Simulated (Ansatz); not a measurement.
System: SiN3H6Cl, charge 0, multiplicity 1. SMILES: N[Si](N)(Cl)N
Structure (B3LYP-D3(BJ)/def2-TZVP (Ansatz, a first-principles code) minimum search):
```xyz
11

N     -0.9994    -1.1121    -1.0915
Si     0.0764    -0.0184    -0.3508
N     -0.1028     1.5337    -1.0298
N      1.6812    -0.5599    -0.5356
Cl    -0.3703     0.0886     1.7002
H     -1.9472    -1.2293    -0.7727
H     -0.6320    -1.9476    -1.5160
H     -0.7972     1.6777    -1.7443
H      0.0884     2.3723    -0.5066
H      2.1056    -1.2047     0.1108
H      2.3560     0.0515    -0.9648
```

Wanted: vertical triplet-singlet gap, E(triplet) - E(singlet), in eV. Terms: frozen cores in correlated levels; each state is the SCF solution reached for its charge and spin; spin-orbit terms left out; dispersion terms only where a functional's name holds one; UHF or UKS for open shells; 6-31G* and kin with 6d, 5d where marked; non-relativistic. Basis-set limits of correlation are two-point, X^-3; Hartree-Fock from the larger set. The bracket is a focal-point correction in the basis named. First-principles rows: single points at B3LYP-D3(BJ) geometries (Ansatz). Levels can end on unlike triplets.

```csv
species,coefficient,"E at PBE/6-31G* (Ansatz), Eh","E at PBE0/def2-TZVPD (Ansatz), Eh"
"charge 0, triplet",+1,-916.88015,-917.13622
"charge 0, singlet",-1,-917.11702,-917.36286
```

Coupled cluster (Ansatz) is a level with limits of its own, used here on species with T1 under 0.025 (0.045 for open shells) and stable references: RI-MP2/CBS(aug-cc-pV(T+d)Z,aug-cc-pV(Q+d)Z)+[CCSD(T)-MP2]/aug-cc-pV(T+d)Z. Value to compare with, RI-MP2/CBS(aug-cc-pV(T+d)Z,aug-cc-pV(Q+d)Z)+[CCSD(T)-MP2]/aug-cc-pV(T+d)Z (Ansatz): 6.41 eV. 1 Eh = 27.2114 eV.

Problem. Work the quantity out at each level, and compare with RI-MP2/CBS(aug-cc-pV(T+d)Z,aug-cc-pV(Q+d)Z)+[CCSD(T)-MP2]/aug-cc-pV(T+d)Z (Ansatz).

Solution. 
- PBE/6-31G*: the sum of coefficient times E is 0.23687 Eh, or 6.446 eV. Result: 6.45 eV. Its difference against RI-MP2/CBS(aug-cc-pV(T+d)Z,aug-cc-pV(Q+d)Z)+[CCSD(T)-MP2]/aug-cc-pV(T+d)Z (Ansatz) is 0.04 eV.
- PBE0/def2-TZVPD: the sum of coefficient times E is 0.22664 Eh, or 6.167 eV. Result: 6.17 eV. Its difference against RI-MP2/CBS(aug-cc-pV(T+d)Z,aug-cc-pV(Q+d)Z)+[CCSD(T)-MP2]/aug-cc-pV(T+d)Z (Ansatz) is -0.24 eV.
